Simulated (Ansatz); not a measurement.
```xyz
9

S     0.0173    0.0127    1.2345
C     0.0123    1.2835   -0.0014
C     0.0243   -1.2787   -0.0046
C    -0.0442    0.7288   -1.2533
C    -0.0282   -0.7205   -1.3099
H    -0.0312    2.2681    0.3292
H     0.0128   -2.3308    0.2840
H    -0.0138    1.3308   -2.1240
H    -0.0149   -1.3732   -2.1729
```

Basis set: cc-pVDZ (spherical functions). Left uncorrelated: 9 orbitals. Charge 0, multiplicity 1.

Computed with Ansatz (development build ahead of 0.2.0); each method stands on the lowest determinant of its kind that the runs found. Restricted open shells among the atoms or ions are ROHF, correlated in semicanonical orbitals with singles.

The atomization energy at this shape (free ground-state atoms in the same class of orbitals less the molecule, no zero-point energy) of singlet C₄H₄S:

```json
{"method": "RHF-MP2", "atomization energy": "39.31 eV"}
```

Task: What does RHF give?

Result: 29.63 eV. Caution: the shape is not the minimum.
